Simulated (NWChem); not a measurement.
A series in which one site is exchanged, each optimised at PBE0/def2-SVP with NWChem, gas phase unless a solvent is named. All stand in one matching conformer (torsions within 35°), which need not be the lowest. For some, no frequency run checked for a minimum. def2 effective core potentials on In; no spin-orbit coupling.

A: [F][Al]([SH])[SH] (AlH2S2F; site = Al)
B: [F][Ga]([SH])[SH] (GaH2S2F; site = Ga)
C: [SH][In]([F])[SH] (InH$_{2}$S$_{2}$F; site = In)

| quantity | A | B | C |
|---|---|---|---|
| dipole (D), PBE0/def2-SVP | 1.26 | ? | 2.12 |
| orbital gap (eV), PBE0/def2-SVP | 7.14 | ? | 5.67 |
| lowest singlet excitation, B3LYP/def2-SVPD, TDA (eV) | 5.31 | ? | 3.96 |

What belongs in the gaps?


- dipole (D), PBE0/def2-SVP, B: 1.76
- orbital gap (eV), PBE0/def2-SVP, B: 6.80
- lowest singlet excitation, B3LYP/def2-SVPD, TDA (eV), B: 4.91
